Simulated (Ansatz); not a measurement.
Correlation energies of `N=C=[CH][GaH2]` by basis set

```xyz
8

N     1.506    0.033    1.681
C     0.937    0.305    0.644
C     0.214    0.640   -0.395
Ga   -1.407   -0.341   -0.768
H     2.244   -0.661    1.673
H     0.555    1.464   -1.012
H    -2.262    0.083   -2.008
H    -1.788   -1.523    0.185
```

The species carries charge 0 and has multiplicity 1. Correlated methods include outer-core shells of Ga, which these sets cover unevenly. Scalar relativity is left out up to krypton. The geometry is a stationary point of PBE0-D4/def2-TZVP. It is one conformer, not always the lowest. Frozen core, restricted reference, Ansatz.

| basis | HF (Eh) | MP2 corr. |
| --- | --- | --- |
| def2-SVP | -2055.35653 | -0.63222 |
| def2-TZVPP | -2055.75947 | -0.73935 |
| def2-QZVPP | -2055.80573 | -1.02026 |

(1) Estimate the CCSD correlation energy and the (T) correction in each basis where they were run (hartree).

Answers

(1) 
| basis | CCSD corr. | (T) |
| --- | --- | --- |
| def2-SVP | -0.64937 | -0.02615 |
| def2-TZVPP | -0.75369 | -0.03669 |
